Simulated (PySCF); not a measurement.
Input for PySCF: R-HF/3-21G on HF (SMILES F).

```python
from pyscf import gto, scf, dft, mp
from pyscf.data.elements import chemcore

mol = gto.M(
    atom='''
    F    -0.20220298   -0.42935252   -0.46784282
    H    -0.10078953   -0.77048519    0.39115753
    ''',
    basis='3-21g',
    charge=0, spin=0, verbose=3, max_memory=1800)
mf = scf.RHF(mol)
mf.conv_tol = 1e-8
mf.max_cycle = 100
mf.kernel()
if not mf.converged:
    mf = mf.newton().run(mf.mo_coeff, mf.mo_occ)
```

Program output:

```
converged SCF energy = -99.4601555615266
```

The calculation finished and met its thresholds.

Cost: around 0.11 core-seconds (rough).
